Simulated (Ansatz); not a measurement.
Ideal-gas functions of BH$_{5}$SSi$_{2}$, SMILES `SB1[SiH2][SiH2]1` at 500 K and 1 bar, from an Ansatz frequency run at PBE0-D4/def2-TZVP.

Molar mass 104.09 g/mol, point group C1 (symmetry number 1), electronic degeneracy 1, moments of inertia 101.682, 231.772, 320.873 u Å². Harmonic wavenumbers (cm⁻¹, unscaled): 136, 143, 305, 317, 385, 466, 501, 513, 564, 583, 626, 644, 895, 900, 910, 1055, 2217, 2222, 2242, 2251, 2652.

Use S(trans) = R[1.5 ln M + 2.5 ln T − 1.1517]; rotational temperatures θ = 24.2544 K / I; S(rot) = R[ln(√π/σ · √(T³/θAθBθC)) + 1.5]; for each mode x = 1.438777 ν̃/T, S = R[x/(eˣ − 1) − ln(1 − e⁻ˣ)] and H = RT x/(eˣ − 1); 1 cm⁻¹ = 0.0119627 kJ/mol; R = 8.31446 J/(mol·K).

**Question.** By hand: the entropy, in J/(mol·K).

**Answer.** Translation 177.5. Rotation: θ = 0.2385, 0.1046, 0.0756 K, giving 120.8. Vibration, mode by mode: 16.17, 15.76, 9.66, 9.36, 7.88, 6.47, 5.96, 5.79, 5.14, 4.92, 4.46, 4.28, 2.42, 2.40, 2.34, 1.68, 0.10, 0.10, 0.10, 0.10, 0.03, in all 105.1. Electronic 0.0. Sum 403.4 J/(mol·K).

**Question.** By hand: H − E and G − E in kJ/mol, counted from the electronic energy.

**Answer.** Zero-point energy ½ × 20527 × 0.0119627 = 122.8; thermal vibration 29.4; translation, rotation and pV give 4 RT = 16.6. H − E = 168.8 kJ/mol, and G − E = 168.8 − 500 × 403.4/1000 = -32.9 kJ/mol.

Vibration gives 26 % of the entropy, 31.9 J/(mol·K) of it from the modes under 150 cm⁻¹: soft modes count most, and the harmonic formula is weakest for them. The sum counts one conformer and one mirror image; others add a mixing term.
